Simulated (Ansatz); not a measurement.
`NBCl` + `N=CO` → `N=COBN` + HCl  (ligand exchange at a B–Cl bond)

Isolated molecules relaxed with PBE0-D4/def2-TZVP in Ansatz; ΔE leaves out vibrations. CBS: MP2 limit from def2 TZ/QZ plus the TZ coupled-cluster correction, frozen cores. This one scheme is used for every species. Each species was taken in one conformer, which may not be the lowest.

`NBCl`:

```xyz
6

N     0.095   -0.160   -0.742
B    -0.228    0.121    0.573
Cl    1.059    0.401    1.751
H    -0.607   -0.325   -1.442
H     1.042   -0.216   -1.076
H    -1.361    0.180    0.936
```

`N=CO`:

```xyz
6

N     0.102   -0.785    0.670
C     0.105    0.291    0.018
O    -0.495    0.403   -1.170
H     0.605   -0.686    1.546
H     0.567    1.238    0.303
H    -0.884   -0.462   -1.367
```

`N=COBN`:

Z-matrix (Å, degrees):
```
C
O 1 1.332
N 1 1.263 2 124.8
H 1 1.094 2 110.3 3 180.0
B 2 1.402 1 126.6 3 -0.0
H 3 1.015 1 110.1 2 180.0
N 5 1.383 2 123.5 1 0.0
H 5 1.194 2 114.5 1 -180.0
H 7 1.009 5 120.9 2 0.0
H 7 1.004 5 122.0 2 -180.0
```

HCl:

Cartesian coordinates in Å:
```
Cl 0.233 -0.592 0.067
H -0.233 0.592 -0.067
```

```json
{"species": "`NBCl`", "CCSD/def2-TZVPP energy (Eh)": "-541.05447"}
{"species": "`N=CO`", "CCSD/def2-TZVPP energy (Eh)": "-169.60557"}
{"species": "`N=COBN`", "CCSD/def2-TZVPP energy (Eh)": "-250.34232"}
{"species": "HCl", "CCSD/def2-TZVPP energy (Eh)": "-460.32332"}
```

(1) Work out ΔE.

Largest T1 diagnostic among the species: 0.014.

## Answers

(1) ΔE = (-250.34232) + (-460.32332) − (-541.05447) − (-169.60557) = -0.00560 Eh = -14.7 kJ/mol. CCSD(T)/CBS gives -13.7 kJ/mol.

From BLYP to BHLYP (50 % exact exchange), in def2-TZVPP and without D4, ΔE moves by −6.4 kJ/mol. Leaving LDA and LC-ωPBE aside and taking each functional with its dispersion term where it has one, the values, not all of them listed here, spread over 11.8 kJ/mol, from CAM-B3LYP-D4 to PBE-D4. LDA lies −13.4 kJ/mol from PBE without D4. The D4 term adds −4.7 kJ/mol with B3LYP and −2.7 kJ/mol with PBE0; it sums over pairs of atoms, weighted by their polarisabilities, and B3LYP, whose exchange is more repulsive, gets the larger term.

B3LYP here is the variant with VWN-RPA as its local correlation; programs differ in this.
